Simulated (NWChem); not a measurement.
Species: PbF2, singlet; SMILES [Pb]([F])[F]

Computed with NWChem. Low-valent species are run as closed-shell singlets; no triplet was tried in these runs. The geometry was optimised at PBE0/def2-SVP. def2 effective core potentials on Pb; no spin-orbit coupling. B3LYP is NWChem's, with the RPA form of VWN correlation. Ions are spin-unrestricted doublets at the neutral geometry; other ion states weren't tried.

| level | vertical ionisation energy, ΔSCF (eV) | −ε(HOMO) (eV) | ΔSCF minus −ε(HOMO) (eV) |
|---|---|---|---|
| B3LYP/def2-SVP | 11.15 | 8.42 | 2.73 |
| LRC-wPBEh/def2-SVP | 11.21 | 10.42 | 0.79 |
| BHandHLYP/def2-SVP | ___ | ___ | ___ |
| Hartree-Fock/def2-SVP | 10.83 | 11.98 | -1.15 |

### Question
Fill in the missing entries.

### Answer

- BHandHLYP/def2-SVP, vertical ionisation energy, ΔSCF (eV): 11.33
- BHandHLYP/def2-SVP, −ε(HOMO) (eV): 10.03
- BHandHLYP/def2-SVP, ΔSCF minus −ε(HOMO) (eV): 1.30
